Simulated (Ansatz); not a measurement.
# Molecular dynamics of ClH3Sn

Input:

```yaml
crystal:
  periodic: [false, false, false]
  atoms:
    - { symbol: Sn, position_ang: [-0.054515, 0.0, 0.019786] }
    - { symbol: H, position_ang: [0.054717, 0.0, 1.719588] }
    - { symbol: Cl, position_ang: [2.162245, 0.0, -0.763551] }
    - { symbol: H, position_ang: [-0.764424, 1.41948, -0.598562] }
    - { symbol: H, position_ang: [-0.764424, -1.41948, -0.598562] }
basis:
  gaussian: { orbitals: def2-mTZVP }
hamiltonian:
  xc: pbe0
  dispersion: d4
md:
  timestep: 0.25
  n_steps: 166
  ensemble: nve
  temperature: 300.0
  initial_velocities: maxwell_boltzmann
  seed: 824593
```

Command:

```bash
$ ansatz run input.yaml --threads 1 --pin off --max-ram 2048MiB --backend cpu --events-out ev --progress --plain --runs-dir out
```

It starts from a relaxed structure.

Output, in part (one step line in 6, the closing report, with atoms numbered from 0):

```
md step     0: t =     0.00 fs  T =   300.0 K  F+E_penalty+E_count = -18399.69146451 eV  E_kin = 0.116334 eV  conserved = -18399.57513051 eV  (23 SCF iters)
md step     6: t =     1.50 fs  T =   261.1 K  F+E_penalty+E_count = -18399.67634046 eV  E_kin = 0.101238 eV  conserved = -18399.57510276 eV  (28 SCF iters)
md step    12: t =     3.00 fs  T =   183.0 K  F+E_penalty+E_count = -18399.64602758 eV  E_kin = 0.070982 eV  conserved = -18399.57504585 eV  (22 SCF iters)
md step    18: t =     4.50 fs  T =   140.8 K  F+E_penalty+E_count = -18399.62962828 eV  E_kin = 0.054598 eV  conserved = -18399.57503039 eV  (18 SCF iters)
md step    24: t =     6.00 fs  T =   155.6 K  F+E_penalty+E_count = -18399.63542558 eV  E_kin = 0.060356 eV  conserved = -18399.57506961 eV  (21 SCF iters)
md step    30: t =     7.50 fs  T =   177.1 K  F+E_penalty+E_count = -18399.64378818 eV  E_kin = 0.068682 eV  conserved = -18399.57510644 eV  (28 SCF iters)
md step    36: t =     9.00 fs  T =   154.1 K  F+E_penalty+E_count = -18399.63484681 eV  E_kin = 0.059743 eV  conserved = -18399.57510365 eV  (28 SCF iters)
md step    42: t =    10.50 fs  T =    88.4 K  F+E_penalty+E_count = -18399.60934276 eV  E_kin = 0.034274 eV  conserved = -18399.57506834 eV  (28 SCF iters)
md step    48: t =    12.00 fs  T =    28.6 K  F+E_penalty+E_count = -18399.58611316 eV  E_kin = 0.011083 eV  conserved = -18399.57502999 eV  (18 SCF iters)
md step    54: t =    13.50 fs  T =    26.7 K  F+E_penalty+E_count = -18399.58537723 eV  E_kin = 0.010351 eV  conserved = -18399.57502633 eV  (18 SCF iters)
md step    60: t =    15.00 fs  T =    86.8 K  F+E_penalty+E_count = -18399.60873854 eV  E_kin = 0.033671 eV  conserved = -18399.57506714 eV  (21 SCF iters)
md step    66: t =    16.50 fs  T =   154.3 K  F+E_penalty+E_count = -18399.63494976 eV  E_kin = 0.059838 eV  conserved = -18399.57511213 eV  (28 SCF iters)
md step    72: t =    18.00 fs  T =   169.8 K  F+E_penalty+E_count = -18399.64093869 eV  E_kin = 0.065827 eV  conserved = -18399.57511174 eV  (29 SCF iters)
md step    78: t =    19.50 fs  T =   135.0 K  F+E_penalty+E_count = -18399.62742036 eV  E_kin = 0.052356 eV  conserved = -18399.57506401 eV  (25 SCF iters)
md step    84: t =    21.00 fs  T =   113.3 K  F+E_penalty+E_count = -18399.61896968 eV  E_kin = 0.043940 eV  conserved = -18399.57502922 eV  (18 SCF iters)
md step    90: t =    22.50 fs  T =   149.9 K  F+E_penalty+E_count = -18399.63319789 eV  E_kin = 0.058144 eV  conserved = -18399.57505398 eV  (18 SCF iters)
md step    96: t =    24.00 fs  T =   213.5 K  F+E_penalty+E_count = -18399.65788564 eV  E_kin = 0.082784 eV  conserved = -18399.57510172 eV  (28 SCF iters)
md step   102: t =    25.50 fs  T =   239.7 K  F+E_penalty+E_count = -18399.66805228 eV  E_kin = 0.092934 eV  conserved = -18399.57511852 eV  (28 SCF iters)
md step   108: t =    27.00 fs  T =   203.6 K  F+E_penalty+E_count = -18399.65406257 eV  E_kin = 0.078968 eV  conserved = -18399.57509422 eV  (28 SCF iters)
md step   114: t =    28.50 fs  T =   138.4 K  F+E_penalty+E_count = -18399.62872953 eV  E_kin = 0.053679 eV  conserved = -18399.57505044 eV  (21 SCF iters)
md step   120: t =    30.00 fs  T =   103.6 K  F+E_penalty+E_count = -18399.61522021 eV  E_kin = 0.040192 eV  conserved = -18399.57502802 eV  (19 SCF iters)
md step   126: t =    31.50 fs  T =   129.0 K  F+E_penalty+E_count = -18399.62509196 eV  E_kin = 0.050037 eV  conserved = -18399.57505475 eV  (20 SCF iters)
md step   132: t =    33.00 fs  T =   178.8 K  F+E_penalty+E_count = -18399.64444468 eV  E_kin = 0.069340 eV  conserved = -18399.57510440 eV  (28 SCF iters)
md step   138: t =    34.50 fs  T =   187.8 K  F+E_penalty+E_count = -18399.64792620 eV  E_kin = 0.072807 eV  conserved = -18399.57511903 eV  (28 SCF iters)
md step   144: t =    36.00 fs  T =   138.5 K  F+E_penalty+E_count = -18399.62876729 eV  E_kin = 0.053692 eV  conserved = -18399.57507547 eV  (28 SCF iters)
md step   150: t =    37.50 fs  T =    89.5 K  F+E_penalty+E_count = -18399.60974535 eV  E_kin = 0.034720 eV  conserved = -18399.57502487 eV  (18 SCF iters)
md step   156: t =    39.00 fs  T =   106.6 K  F+E_penalty+E_count = -18399.61638546 eV  E_kin = 0.041349 eV  conserved = -18399.57503606 eV  (18 SCF iters)
md step   162: t =    40.50 fs  T =   175.9 K  F+E_penalty+E_count = -18399.64331413 eV  E_kin = 0.068224 eV  conserved = -18399.57509059 eV  (28 SCF iters)
md step   166: t =    41.50 fs  T =   215.1 K  F+E_penalty+E_count = -18399.65851507 eV  E_kin = 0.083399 eV  conserved = -18399.57511606 eV  (24 SCF iters)
Total energy: -18399.65854741 eV, -676.1749798809 hartree
Atom 0 at    -0.053514    -0.002924     0.019024 Å, force     0.037247     0.553229     0.258004 eV/Å
Atom 1 at     0.138971     0.122590     1.729820 Å, force    -0.148732    -0.188942    -0.309382 eV/Å
Atom 2 at     2.158022     0.003634    -0.759700 Å, force     0.077430    -0.113626    -0.080327 eV/Å
Atom 3 at    -0.714861     1.436365    -0.629247 Å, force    -0.009680    -0.046319     0.051248 eV/Å
Atom 4 at    -0.867566    -1.342441    -0.623814 Å, force     0.043736    -0.204342     0.080457 eV/Å
Dipole moment:    -0.539832    -0.054955     0.196154 e Å
```

All steps were run. The conserved energy stayed within 0.023 meV per atom of its start (net change 0.003 meV per atom), so the integration is sound. A run of 0.042 ps of so small a system gives no equilibrium averages.

The same pairs are bonded in the first frame and the last. Pairs count as bonded within 1.25 times the sum of covalent radii (0.12 Å more for H–H).

Last frame:

```xyz
5
Properties=species:S:1:pos:R:3
Sn -0.053 -0.003 0.019
H 0.139 0.123 1.730
Cl 2.158 0.004 -0.760
H -0.715 1.436 -0.629
H -0.868 -1.342 -0.624
```

Run time: 6.3 min on 1 thread of Arm Neoverse V2 (shared host), peak memory 0.13 GiB.
